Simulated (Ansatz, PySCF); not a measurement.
Series SiXY, Y = fluoro, computed as singlets and as triplets. All species are isolated molecules in the gas phase. One relaxed conformer stands for each flexible species; it need not be the lowest. Strings in code marks are SMILES.

Quantity: adiabatic spin-state energy, in kJ/mol. HF references are unrestricted for open shells and restricted for singlets.

Level 1: frozen-core CCSD(T)/6-31g // PBE0-D3(BJ)/def2-TZVP (Ansatz, a first-principles code)
Level 2: PBE-D3(BJ)/def2-TZVP // PBE0-D3(BJ)/def2-TZVP (PySCF)
Level 3: PBE0-D3(BJ)/def2-TZVP (PySCF)
Level 4: SVWN5/6-31G* // PBE0-D3(BJ)/def2-TZVP (PySCF)

```tsv
species	level 1	level 2	level 3	level 4
`O[Si]F`: multiplicity 3 minus multiplicity 1	…	…	268.7	301.3
`F[SiH]`: multiplicity 3 minus multiplicity 1	144.2	…	138.0	160.7
`N[Si]F`: multiplicity 3 minus multiplicity 1	263.8	246.6	242.1	268.4
```

Task: Some entries are withheld; supply them.

Result: 
- `O[Si]F`: multiplicity 3 minus multiplicity 1, level 1: 293.0
- `O[Si]F`: multiplicity 3 minus multiplicity 1, level 2: 274.2
- `F[SiH]`: multiplicity 3 minus multiplicity 1, level 2: 143.4
